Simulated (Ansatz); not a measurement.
Nudged elastic band run: B₂F₂H₈Si₃

Input:

```yaml
crystal:
  periodic: [false, false, false]
  atoms:
    - { symbol: F, position_ang: [1.816236, -2.71446, 1.865327] }
    - { symbol: B, position_ang: [0.738882, -2.291824, 1.253438] }
    - { symbol: F, position_ang: [0.1867, -3.151938, 0.433087] }
    - { symbol: Si, position_ang: [-0.010142, -0.472217, 1.539863] }
    - { symbol: B, position_ang: [-0.157493, 0.479786, -0.174808] }
    - { symbol: Si, position_ang: [1.398745, 1.41873, -0.933568] }
    - { symbol: Si, position_ang: [-1.884532, 0.498959, -1.122213] }
    - { symbol: H, position_ang: [-1.279576, -0.611393, 2.173543] }
    - { symbol: H, position_ang: [0.83102, 0.235028, 2.44668] }
    - { symbol: H, position_ang: [1.206605, 2.823296, -0.788809] }
    - { symbol: H, position_ang: [1.545912, 1.141093, -2.322706] }
    - { symbol: H, position_ang: [2.625122, 1.080113, -0.294471] }
    - { symbol: H, position_ang: [-2.804743, 1.310318, -0.397314] }
    - { symbol: H, position_ang: [-2.433947, -0.812667, -1.203346] }
    - { symbol: H, position_ang: [-1.800791, 1.016778, -2.445603] }
basis:
  gaussian: { orbitals: STO-3G }
hamiltonian:
  xc: hf
neb:
  order_check: false
  images: 9
  f_tol: 0.5
  max_iterations: 60
  final_atoms:
    - { symbol: F, position_ang: [0.12015894, -3.17284829, 0.45827536] }
    - { symbol: B, position_ang: [0.72613155, -2.30735785, 1.233602] }
    - { symbol: F, position_ang: [1.83563311, -2.72932189, 1.78593102] }
    - { symbol: Si, position_ang: [0.00591202, -0.47959687, 1.54088565] }
    - { symbol: B, position_ang: [-0.15162019, 0.48014551, -0.16817524] }
    - { symbol: Si, position_ang: [1.39180388, 1.44084242, -0.92582597] }
    - { symbol: Si, position_ang: [-1.87935425, 0.49041323, -1.1142694] }
    - { symbol: H, position_ang: [-1.25811028, -0.60547022, 2.18809891] }
    - { symbol: H, position_ang: [0.86720799, 0.21092566, 2.44154171] }
    - { symbol: H, position_ang: [1.16128669, 2.84371655, -0.82646246] }
    - { symbol: H, position_ang: [1.56710661, 1.12588753, -2.30399865] }
    - { symbol: H, position_ang: [2.61686841, 1.15374763, -0.25933396] }
    - { symbol: H, position_ang: [-2.76854219, 1.37480755, -0.43685924] }
    - { symbol: H, position_ang: [-2.47497052, -0.80351122, -1.11842274] }
    - { symbol: H, position_ang: [-1.78151378, 0.92722225, -2.465887] }
  initial_path:
    images:
      - { positions_ang: [[1.816236, -2.71446, 1.865327], [0.738882, -2.291824, 1.253438], [0.1867, -3.151938, 0.433087], [-0.010142, -0.472217, 1.539863], [-0.157493, 0.479786, -0.174808], [1.398745, 1.41873, -0.933568], [-1.884532, 0.498959, -1.122213], [-1.279576, -0.611393, 2.173543], [0.83102, 0.235028, 2.44668], [1.206605, 2.823296, -0.788809], [1.545912, 1.141093, -2.322706], [2.625122, 1.080113, -0.294471], [-2.804743, 1.310318, -0.397314], [-2.433947, -0.812667, -1.203346], [-1.800791, 1.016778, -2.445603]] }
      - { positions_ang: [[1.60874749, -2.82873571, 1.91502785], [0.79315408, -2.25217286, 1.24958286], [0.56548343, -2.94634985, 0.39552173], [-0.01132803, -0.47932645, 1.53046152], [-0.17528253, 0.47054414, -0.17885305], [1.38580363, 1.3684697, -0.95589413], [-1.89994867, 0.53471521, -1.09641639], [-1.30086006, -0.6720635, 2.12884461], [0.77173424, 0.26301226, 2.46662155], [1.20601691, 2.78085323, -0.86224948], [1.52926321, 1.02165668, -2.32886318], [2.60812283, 1.03315728, -0.27903415], [-2.82590497, 1.33735272, -0.335958], [-2.46720882, -0.77660271, -1.21330006], [-1.80979475, 1.09509187, -2.40639168]] }
      - { positions_ang: [[1.40125898, -2.94301142, 1.9647287], [0.84742616, -2.21252173, 1.24572771], [0.94426686, -2.7407617, 0.35795646], [-0.01251405, -0.4864359, 1.52106004], [-0.19307206, 0.46130228, -0.18289809], [1.37286226, 1.3182094, -0.97822026], [-1.91536535, 0.57047141, -1.07061977], [-1.32214413, -0.73273401, 2.08414623], [0.71244849, 0.29099652, 2.48656309], [1.20542882, 2.73841046, -0.93568996], [1.51261442, 0.90222036, -2.33502036], [2.59112366, 0.98620155, -0.26359731], [-2.84706694, 1.36438743, -0.27460201], [-2.50047064, -0.74053842, -1.22325413], [-1.81879849, 1.17340575, -2.36718035]] }
      - { positions_ang: [[1.19377047, -3.05728714, 2.01442955], [0.90169823, -2.17287059, 1.24187257], [1.32305029, -2.53517355, 0.32039119], [-0.01370008, -0.49354535, 1.51165856], [-0.21086159, 0.45206042, -0.18694314], [1.3599209, 1.2679491, -1.00054639], [-1.93078202, 0.60622762, -1.04482316], [-1.34342819, -0.79340451, 2.03944784], [0.65316273, 0.31898078, 2.50650464], [1.20484073, 2.69596769, -1.00913043], [1.49596563, 0.78278404, -2.34117753], [2.57412449, 0.93924583, -0.24816046], [-2.86822891, 1.39142215, -0.21324601], [-2.53373246, -0.70447413, -1.23320819], [-1.82780224, 1.25171962, -2.32796903]] }
      - { positions_ang: [[0.98628196, -3.17156285, 2.0641304], [0.95597031, -2.13321945, 1.23801742], [1.70183373, -2.32958539, 0.28282592], [-0.01488611, -0.5006548, 1.50225709], [-0.22865112, 0.44281856, -0.19098819], [1.34697953, 1.2176888, -1.02287252], [-1.94619869, 0.64198383, -1.01902654], [-1.36471226, -0.85407501, 1.99474945], [0.59387697, 0.34696504, 2.52644619], [1.20425264, 2.65352491, -1.08257091], [1.47931685, 0.66334772, -2.34733471], [2.55712532, 0.89229011, -0.23272362], [-2.88939087, 1.41845687, -0.15189002], [-2.56699428, -0.66840984, -1.24316226], [-1.83680599, 1.3300335, -2.2887577]] }
      - { positions_ang: [[0.77879346, -3.28583856, 2.11383125], [1.01024239, -2.09356832, 1.23416228], [2.08061716, -2.12399724, 0.24526065], [-0.01607214, -0.50776425, 1.49285561], [-0.24644065, 0.4335767, -0.19503323], [1.33403816, 1.1674285, -1.04519865], [-1.96161536, 0.67774003, -0.99322993], [-1.38599632, -0.91474551, 1.95005106], [0.53459122, 0.37494931, 2.54638773], [1.20366455, 2.61108214, -1.15601139], [1.46266806, 0.54391141, -2.35349189], [2.54012615, 0.84533438, -0.21728677], [-2.91055284, 1.44549159, -0.09053402], [-2.60025609, -0.63234555, -1.25311632], [-1.84580974, 1.40834737, -2.24954638]] }
      - { positions_ang: [[0.64706655, -3.26324051, 1.78272007], [0.95342022, -2.13632622, 1.23405022], [2.03162035, -2.24506217, 0.55339472], [-0.01167531, -0.50213077, 1.50246162], [-0.22747656, 0.44289046, -0.18966163], [1.34559131, 1.22211128, -1.02132411], [-1.94516314, 0.64027467, -1.01743782], [-1.36041911, -0.85289045, 1.99766063], [0.60111457, 0.34214458, 2.52541853], [1.19518898, 2.65760902, -1.0901016], [1.48355577, 0.66030663, -2.34359324], [2.5554746, 0.90701703, -0.22569621], [-2.88215071, 1.43135478, -0.15979906], [-2.57519898, -0.66657868, -1.22617761], [-1.83295054, 1.31212235, -2.2928145]] }
      - { positions_ang: [[0.51533965, -3.24064245, 1.4516089], [0.89659805, -2.17908413, 1.23393817], [1.98262354, -2.3661271, 0.8615288], [-0.00727847, -0.4964973, 1.51206762], [-0.20851247, 0.45220422, -0.18429004], [1.35714445, 1.27679407, -0.99744958], [-1.92871092, 0.60280931, -1.04164572], [-1.33484191, -0.79103539, 2.0452702], [0.66763793, 0.30933985, 2.50444932], [1.18671341, 2.70413591, -1.02419182], [1.50444348, 0.77670185, -2.33369459], [2.57082305, 0.96869968, -0.23410565], [-2.85374858, 1.41721797, -0.22906411], [-2.55014186, -0.70081182, -1.19923889], [-1.82009135, 1.21589732, -2.33608263]] }
      - { positions_ang: [[0.38361275, -3.2180444, 1.12049772], [0.83977589, -2.22184203, 1.23382611], [1.93362673, -2.48719203, 1.16966287], [-0.00288164, -0.49086382, 1.52167363], [-0.18954838, 0.46151798, -0.17891844], [1.36869759, 1.33147685, -0.97357504], [-1.9122587, 0.56534395, -1.06585361], [-1.3092647, -0.72918033, 2.09287977], [0.73416128, 0.27653512, 2.48348012], [1.17823784, 2.75066279, -0.95828203], [1.52533119, 0.89309708, -2.32379594], [2.58617151, 1.03038233, -0.24251509], [-2.82534645, 1.40308116, -0.29832915], [-2.52508475, -0.73504495, -1.17230017], [-1.80723216, 1.1196723, -2.37935075]] }
      - { positions_ang: [[0.25188585, -3.19544634, 0.78938654], [0.78295372, -2.26459994, 1.23371406], [1.88462992, -2.60825696, 1.47779695], [0.00151519, -0.48523035, 1.53127964], [-0.17058429, 0.47083174, -0.17354684], [1.38025074, 1.38615964, -0.94970051], [-1.89580647, 0.52787859, -1.09006151], [-1.28368749, -0.66732528, 2.14048934], [0.80068464, 0.24373039, 2.46251092], [1.16976226, 2.79718967, -0.89237225], [1.5462189, 1.0094923, -2.3138973], [2.60151996, 1.09206498, -0.25092452], [-2.79694432, 1.38894436, -0.3675942], [-2.50002763, -0.76927808, -1.14536145], [-1.79437297, 1.02344727, -2.42261888]] }
      - { positions_ang: [[0.12015894, -3.17284829, 0.45827536], [0.72613155, -2.30735785, 1.233602], [1.83563311, -2.72932189, 1.78593102], [0.00591202, -0.47959687, 1.54088565], [-0.15162019, 0.48014551, -0.16817524], [1.39180388, 1.44084242, -0.92582597], [-1.87935425, 0.49041323, -1.1142694], [-1.25811028, -0.60547022, 2.18809891], [0.86720799, 0.21092566, 2.44154171], [1.16128669, 2.84371655, -0.82646246], [1.56710661, 1.12588753, -2.30399865], [2.61686841, 1.15374763, -0.25933396], [-2.76854219, 1.37480755, -0.43685924], [-2.47497052, -0.80351122, -1.11842274], [-1.78151378, 0.92722225, -2.465887]] }
```

Command:

```bash
$ ansatz run input.yaml --threads 1 --pin off --max-ram 2048MiB --backend cpu --events-out ev --progress --plain --runs-dir out
```

Output, in part (warnings, iteration lines, the closing report on the highest movable image, with atoms numbered from 0):

```
NEB end point (image 0): max|allowed force component| = 7.688e-3 eV/Å (the criterion of neb.relax_end_points is 1.000e-1)
NEB end point (image 10): max|allowed force component| = 9.475e-3 eV/Å (the criterion of neb.relax_end_points is 1.000e-1)
WARN: NEB: the barrier is in doubt: the path turns back at the climbing image. Check it with more images (neb.images), a lower neb.f_tol or relaxed end points
NEB iter   1: max|band force component| = 4.209e1 eV/Å  barrier→ = 6.7519 eV  barrier← = 6.7520 eV  Δτ_max = 0.2000 Å  (307 SCF iters)
NEB iter   2: max|band force component| = 5.523e0 eV/Å  barrier→ = 0.4840 eV  barrier← = 0.4840 eV  Δτ_max = 0.1967 Å  (273 SCF iters)
NEB iter   3: max|band force component| = 2.940e0 eV/Å  barrier→ = 0.4327 eV  barrier← = 0.4328 eV  Δτ_max = 0.1960 Å  (264 SCF iters)
NEB iter   4: max|band force component| = 3.311e0 eV/Å  barrier→ = 0.4264 eV  barrier← = 0.4264 eV  Δτ_max = 0.0994 Å  (277 SCF iters)
NEB iter   5: max|band force component| = 1.345e0 eV/Å  barrier→ = 0.0597 eV  barrier← = 0.0597 eV  Δτ_max = 0.0516 Å  (259 SCF iters)
NEB iter   6: max|band force component| = 6.292e-1 eV/Å  barrier→ = 0.0233 eV  barrier← = 0.0233 eV  Δτ_max = 0.0196 Å  (228 SCF iters)
NEB iter   7: max|band force component| = 2.313e-1 eV/Å  barrier→ = 0.0126 eV  barrier← = 0.0127 eV  CI = image 5  Δτ_max = 0.0000 Å  (639 SCF iters)
Total energy: -30106.93428627 eV, -1106.4094278075 hartree
Atom 0 at     0.942016    -3.207427     2.031245 Å, force    -0.129994    -0.076761     0.201894 eV/Å
Atom 1 at     1.035776    -2.140316     1.282479 Å, force     0.055238    -0.072785    -0.030799 eV/Å
Atom 2 at     1.945531    -2.221396     0.343686 Å, force     0.060158     0.129248    -0.137658 eV/Å
Atom 3 at    -0.102970    -0.529331     1.527063 Å, force    -0.007424    -0.027299    -0.082950 eV/Å
Atom 4 at    -0.255351     0.457211    -0.168651 Å, force     0.007402     0.022387     0.015687 eV/Å
Atom 5 at     1.369975     1.167814    -1.026359 Å, force    -0.034215     0.008777     0.008873 eV/Å
Atom 6 at    -2.012383     0.701987    -1.025788 Å, force     0.027817    -0.019295     0.021654 eV/Å
Atom 7 at    -1.364664    -0.922260     2.058379 Å, force    -0.005900     0.004464     0.022172 eV/Å
Atom 8 at     0.517398     0.305638     2.502548 Å, force     0.016620     0.006239     0.002774 eV/Å
Atom 9 at     1.264364     2.579513    -1.184786 Å, force    -0.001646     0.006333    -0.003943 eV/Å
Atom 10 at     1.521015     0.594774    -2.321731 Å, force     0.010248     0.003443    -0.006203 eV/Å
Atom 11 at     2.558798     0.902350    -0.290411 Å, force     0.013813     0.008888    -0.000121 eV/Å
Atom 12 at    -2.884166     1.418114    -0.156279 Å, force    -0.002232     0.008606     0.003610 eV/Å
Atom 13 at    -2.606479    -0.566908    -1.283334 Å, force    -0.004546    -0.006577    -0.006716 eV/Å
Atom 14 at    -1.950861     1.409838    -2.258960 Å, force    -0.005337     0.004334    -0.008273 eV/Å
Dipole moment:    -0.045795     0.064517     0.036147 e Å
```

The forces met the threshold. The threshold of 0.5 eV/Å is loose, so the images may lie well off the minimum-energy path. The order of the stationary point at the top wasn't checked. Limits of this set-up: minimal basis.

Final band (atoms are numbered from 1 in the order of the input):

```
image  path coordinate (Å)  energy (eV)  dihedral F1–B2–Si4–B5 (°)
    0                 0.00        0.000                        124
    1                 0.57        0.001                        140
    2                 1.14        0.001                        158
    3                 1.71        0.001                        178
    4                 2.27        0.003                       -165
    5                 2.83        0.013                       -155
    6                 3.39        0.005                       -138
    7                 3.96        0.002                       -119
    8                 4.52        0.001                        -98
    9                 5.08        0.001                        -78
   10                 5.65        0.000                        -59
```

Run time: 2.2 min on 1 thread of Arm Neoverse V1, with other jobs on the host, peak memory 0.13 GiB.
